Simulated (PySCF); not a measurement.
**Two probes of the same atoms: core binding energy and nuclear shielding**

Compound: C4H4F2O.
Numbering: `[CH3:1]/[C:2]([F:3])=[CH:4]/[C:5](=[O:6])[F:7]`

Cartesian coordinates in Å at the GFN2-xTB level; atoms count from 1:
```
atom  x, y, z in Å
C1    -1.772    0.004   -0.227
C2    -0.400    0.143    0.318
F3    -0.380    0.615    1.564
C4     0.742   -0.154   -0.315
C5     2.059    0.004    0.278
O6     2.399    0.393    1.341
F7     3.018   -0.392   -0.623
H8    -2.269    0.974   -0.210
H9    -1.753   -0.380   -1.241
H10   -2.349   -0.667    0.410
H11    0.710   -0.537   -1.321
```

Binding energies: delta-SCF UKS SCAN, pcX-2 on the ionised atom, pcseg-1 elsewhere, spin-free X2C in PySCF. Shieldings: GIAO PBE0/pcSseg-1, non-relativistic, same geometry.

```json
{"atom": "C1", "C 1s (eV)": "292.08"}
{"atom": "C2", "C 1s (eV)": "294.14"}
{"atom": "C4", "C 1s (eV)": "291.46"}
{"atom": "C5", "C 1s (eV)": "295.49"}
```

Q: What are the absolute isotropic shieldings of these atoms?

A: 
| atom | environment | C 1s (eV) | isotropic shielding (ppm) |
| --- | --- | --- | --- |
| C4 | alkene CH carbon | 291.46 | 85.9 |
| C1 | allylic carbon | 292.08 | 164.2 |
| C2 | vinylic C–F carbon | 294.14 | -1.3 |
| C5 | acyl halide carbon | 295.49 | 26.5 |

Q: Among the listed atoms, is the one with the highest binding energy also the least shielded?

A: No. The highest binding energy is at C5 (295.49 eV, shielding 26.5 ppm), the lowest shielding at C2 (-1.3 ppm, 294.14 eV).

By binding energy: C4 < C1 < C2 < C5. By shielding: C2 < C5 < C4 < C1.

Spin contamination (⟨S²⟩ against 0.75 for a pure doublet) is marked for C 1s of C2 (0.88), which makes this value less certain. Geometry: GFN2-xTB, one conformer, isolated molecule.
